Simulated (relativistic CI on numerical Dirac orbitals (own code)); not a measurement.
Kr¹⁷⁺: sensitivity of the levels to the model

Base calculation: Dirac-Coulomb-Breit CI, separate exchange-only KLI orbitals for each configuration, a model potential for QED, unscaled Slater integrals.

CI space (outside the closed core [Ne]): 3s2.3p6.3d, 3s2.3p5.3d2, 3s.3p6.3d2, 3s2.3p6.4s, 3s2.3p6.4p, 3s2.3p6.4d, 3s2.3p6.4f, 3s2.3p5.3d.4s, 3s2.3p5.3d.4p, 3p6.3d3, 3p5.3d4. Double excitations out of closed p, d and f shells are left out; levels of such configurations are missing from the list, as are those of other unlisted configurations, and high levels can miss mixing partners. These lack a partner that the ground configuration has and come out too high: 3s2.3p5.3d.4s, 3s2.3p5.3d.4p.

Variants: (1) P86 correlation estimate; (2) configuration mixing switched off; (3) one mean potential for all configurations. Shifts of the energy above 3s2.3p6.3d 2D_3/2, in cm⁻¹, for the lowest level and the first level of each name with at least 55 % of one term (blank where a level changes its place among those of its configuration and J or its character, or is not in the variant):

| Level | Base | Δ(1) | Δ(2) | Δ(3) |
| --- | --- | --- | --- | --- |
| 3s2.3p6.3d 2D_3/2 | 0 | 0 | 0 | 0 |
| 3s2.3p6.3d 2D_5/2 | 15522 | 0 | +28 | +16 |
| 3s2.3p5.3d2 4D°_1/2 | 709070 | +1435 | -2081 | -246 |
| 3s2.3p5.3d2 4D°_3/2 | 714123 | +1435 | -2079 | -246 |
| 3s2.3p5.3d2 4D°_5/2 | 723032 | +1435 | -2082 | -246 |
| 3s2.3p5.3d2 4D°_7/2 | 735717 | +1435 | -2080 | -246 |
| 3s2.3p5.3d2 4G°_9/2 | 755681 | +1435 | -2115 | -242 |
| 3s2.3p5.3d2 4G°_11/2 | 757202 | +1435 | -2115 | -244 |
| 3s2.3p5.3d2 4G°_7/2 | 758594 | +1435 | -2107 | -239 |
| 3s2.3p5.3d2 4P°_5/2 | 769368 | +1435 | -2066 | -231 |
| 3s2.3p5.3d2 4P°_3/2 | 779172 | +1435 | -2055 | -231 |
| 3s2.3p5.3d2 4P°_1/2 | 791485 | +1435 | -2054 | -228 |
| 3s2.3p5.3d2 2D°_5/2 | 793535 | +1436 | -1984 | -243 |
| 3s2.3p5.3d2 4F°_9/2 | 795143 | +1435 | -2112 | -244 |
| 3s2.3p5.3d2 2H°_11/2 | 819582 | +1435 | -2103 | -219 |
| 3s2.3p5.3d2 2P°_1/2 | 822219 | +1436 | -1976 | -234 |
| 3s2.3p5.3d2 2H°_9/2 | 853903 | +1435 | -2100 | -216 |
| 3s2.3p5.3d2 2G°_9/2 | 882468 | +1435 | -2122 | -247 |
| 3s2.3p5.3d2 2S°_1/2 | 922058 | +1435 | -2070 | -214 |
| 3s2.3p5.3d2 4S°_3/2 | 925142 | +1436 | -1894 | -217 |
| 3s2.3p5.3d2 2P°_3/2 | 958624 | +1438 | -641 | -179 |
| 3s.3p6.3d2 4F_3/2 | 1429807 | +2742 | -3158 | -60 |

At this charge energies of transitions that change n are usually good to better than 1 %, and those within a shell (Δn = 0) to a few per cent.

Ionisation energy from the two ground configurations alone: base 639.669 eV; P86 correlation estimate 641.299 eV. The NIST ASD value (theoretical) is 640 eV.

LS names give the leading component of a level, which can be under half, so a name can repeat, a term be missing and a line seem to break the LS rules.
